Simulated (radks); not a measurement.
Results of a calculation; reference values are marked as such.
Effect of the nuclear size on the promethium ion Pm2+, [Xe] 4f5. Level of theory: Dirac Kohn-Sham, relativistic LDA (MacDonald-Vosko exchange, VWN5 correlation), spin-unpolarised, spherical densities, finite nucleus; open shells are shared between the two j in proportion to 2j + 1; Fermi nuclear charge, rms radius 4.962 fm (a radial shooting solver on a logarithmic mesh with Libxc functionals). The rms radius is varied about that value; shifts are against it.

[
 {"rms radius (fm)": "4.0242", "total energy shift (eV)": "-4.98", "density at nucleus (e/bohr^3)": "5.105e+05", "1s1/2 shift (meV)": "-2050", "2s1/2 shift (meV)": "-258", "4p1/2 shift (meV)": "0.373", "5s1/2 shift (meV)": "-2.08", "5p1/2 shift (meV)": "0.085", "4f7/2 shift (meV)": "0.251", "6s1/2 (empty) shift (meV)": "-0.343"},
 {"rms radius (fm)": "4.5799", "total energy shift (eV)": "-2.13", "density at nucleus (e/bohr^3)": "4.955e+05", "1s1/2 shift (meV)": "-875", "2s1/2 shift (meV)": "-110", "4p1/2 shift (meV)": "0.159", "5s1/2 shift (meV)": "-0.886", "5p1/2 shift (meV)": "0.036", "4f7/2 shift (meV)": "0.107", "6s1/2 (empty) shift (meV)": "-0.146"},
 {"rms radius (fm)": "4.962", "total energy shift (eV)": "0", "density at nucleus (e/bohr^3)": "4.864e+05", "1s1/2 shift (meV)": "0.000", "2s1/2 shift (meV)": "0.000", "4p1/2 shift (meV)": "0.000", "5s1/2 shift (meV)": "0.000", "5p1/2 shift (meV)": "0.000", "4f7/2 shift (meV)": "0.000", "6s1/2 (empty) shift (meV)": "0.000"},
 {"rms radius (fm)": "5.3242", "total energy shift (eV)": "2.14", "density at nucleus (e/bohr^3)": "4.786e+05", "1s1/2 shift (meV)": "879", "2s1/2 shift (meV)": "110", "4p1/2 shift (meV)": "-0.160", "5s1/2 shift (meV)": "0.890", "5p1/2 shift (meV)": "-0.036", "4f7/2 shift (meV)": "-0.107", "6s1/2 (empty) shift (meV)": "0.147"},
 {"rms radius (fm)": "5.6815", "total energy shift (eV)": "4.36", "density at nucleus (e/bohr^3)": "4.715e+05", "1s1/2 shift (meV)": "1790", "2s1/2 shift (meV)": "225", "4p1/2 shift (meV)": "-0.326", "5s1/2 shift (meV)": "1.82", "5p1/2 shift (meV)": "-0.074", "4f7/2 shift (meV)": "-0.219", "6s1/2 (empty) shift (meV)": "0.300"}
]

Slopes of the eigenvalues against <r^2> in GHz/fm^2, as finite differences over the two radii next to the reference (eigenvalue slopes, not the field-shift constants of lines): 1s1/2 57500, 2s1/2 7230, 4p1/2 -10.5, 5s1/2 58.3, 5p1/2 -2.39, 4f7/2 -7.03, 6s1/2 (empty) 9.62.
